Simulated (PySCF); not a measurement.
## Structure from NMR data

An unknown has the formula C₅H₇F₃O. Its calculated NMR data are:

¹H NMR (400 MHz, computed): δ 6.01 (ddd, J = 98.0, 76.2, 1.9 Hz, 1H), 3.85 (ddd, J = 68.1, 5.0, 3.6 Hz, 1H), 2.80 (dd, J = 5.0, 4.2 Hz, 1H), 1.33 (m, 1H), 1.10 (dd, J = 7.9, 2.0 Hz, 3H).

¹³C{¹H} NMR (computed): δ 121.6 (CH, dd, J = 326.3, 313.4 Hz), 76.9 (CH, d, J = 293.1 Hz), 54.3 (CH, dd, J = 8.5, 7.6 Hz), 21.7 (CH, d, J = 7.1 Hz), 14.1 (CH3).

Gas phase, averaged over atoms made equivalent by symmetry, fast rotation or ring inversion, no relativistic terms, a single conformation. Structure optimised with PBE0-D3(BJ)/def2-SVP; NMR shieldings at PBE0/pcSseg-1/GIAO; J couplings at B3LYP/pcJ-1 (spin–dipole term only in couplings to heteroatoms); PySCF 2.14.

Referencing at the same level of theory: TMS for ¹H and ¹³C.

**Question.** Choose the structure that fits.
A. C[C@@H]1[C@@H](F)[C@@H]1OC(F)F
B. C=C[C@](C)(F)OC(F)F
C. C[C@@H]1[C@@H](F)[C@H]1OC(F)F

**Answer.** C. 

1. The formula gives 1 degree of unsaturation (1 ring in the answer).
2. 5 carbon signals for 5 carbons: no two carbons are equivalent.
3. Carbon types of the structure: 4 × CH, 1 × CH3, which accounts for all hydrogens.
4. δC 121.6: sp3 CH bonded to 2 F and O; 3 electronegative neighbours deshield it.
5. δC 76.9, 54.3, 21.7: three-membered-ring carbon.
6. δH 6.01: hydrogen on an sp3 CH bonded to 2 F and O; its carbon carries F and O, which withdraws density.
7. δH 3.85, 2.80, 1.33: hydrogen on a three-membered-ring carbon.
8. δH 1.10: hydrogen on a methyl carbon; far from electronegative atoms and π systems.
9. The protons at 3.85 and 2.80 share a coupling of 5.0 Hz (vicinal).

The others: C[C@@H]1[C@@H](F)[C@@H]1OC(F)F has carbons computed at 122.4, 76.0, 57.1, 20.7, 10.1; C=C[C@](C)(F)OC(F)F has carbons computed at 146.1, 129.3, 119.5, 114.7, 28.9, with a different DEPT pattern.

C–F couplings over four or more bonds (about 3 Hz to the para carbon of a fluoroarene) are left out. Common functionals overestimate the size of one-bond C–F couplings by tens of Hz; these are unscaled. Multiplet labels drop couplings under 1 Hz and merge nearly equal ones. Unscaled 3J(H,H) at this level run about 10 % above measured values. Shifts are as computed. Against solution values, carbons near 30 ppm lie about +2 ppm off and those near 130 ppm about +5 ppm. Of 1309 compounds with measured shifts, 239 miss one by over three times the rms of a fit or turn the order of signals round; such compounds aren't used in these exercises.
